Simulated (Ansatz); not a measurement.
`[SiH3][CH2][GaH2]` + `PP` → `P[PH][GaH2]` + `C[SiH3]` at 500 K and 1 bar (ligand exchange at a Ga–C bond).

Isolated molecules relaxed with PBE0-D4/def2-TZVP in Ansatz; ΔE leaves out vibrations. CCSD(T)/CBS adds triple-zeta CCSD(T) − MP2 to the extrapolated MP2 energy (def2 sets, frozen cores). This one scheme is used for every species. For Ga outer-core shells are correlated without core-valence functions, which leaves a few kJ/mol of doubt a bond. Scalar relativity is left out up to krypton. One conformer a species, not always the lowest.

```tsv
species	CCSD(T)/CBS energy (Eh)	H − E (kJ/mol)	S (J/(mol·K))
`[SiH3][CH2][GaH2]`	-2255.26496	212.8	399.6
`PP`	-684.26248	120.2	310.6
`P[PH][GaH2]`	-2608.80809	150.3	390.6
`C[SiH3]`	-330.73916	189.7	296.8
```

H − E and S are ideal-gas, rigid-rotor, harmonic terms from PBE0-D4/def2-TZVP, for one conformer and one mirror image of each species. 1 Eh = 2625.50 kJ/mol, R = 8.31446 J/(mol·K).

Q: By hand: ΔE, ΔH, ΔS and ΔG.

A: ΔE = (-2608.80809) + (-330.73916) − (-2255.26496) − (-684.26248) = -0.01981 Eh = -52.0 kJ/mol. Δ(H − E) = 150.3 + 189.7 − 212.8 − 120.2 = 7.0, so ΔH = -45.0 kJ/mol. ΔS = 390.6 + 296.8 − 399.6 − 310.6 = -22.8 J/(mol·K). ΔG = -45.0 − 500 × (-22.8)/1000 = -33.6 kJ/mol.

Q: By hand: the equilibrium constant, and the temperature at which ΔG would vanish if ΔH and ΔS stayed fixed.

A: log₁₀ K = −ΔG/(RT ln 10) = 3.5. ΔG = 0 at ΔH/ΔS = 1974 K.

ΔH outweighs TΔS. A doubt of 5 kJ/mol in ΔE shifts log₁₀ K by 0.5 here. Other conformers and mirror images would add mixing entropy, several J/(mol·K) or more a flexible species. These are equilibria of isolated gas molecules and say nothing of rates. Largest T1 diagnostic: 0.014 (customary marks: 0.02 for closed shells, 0.045 for open ones).
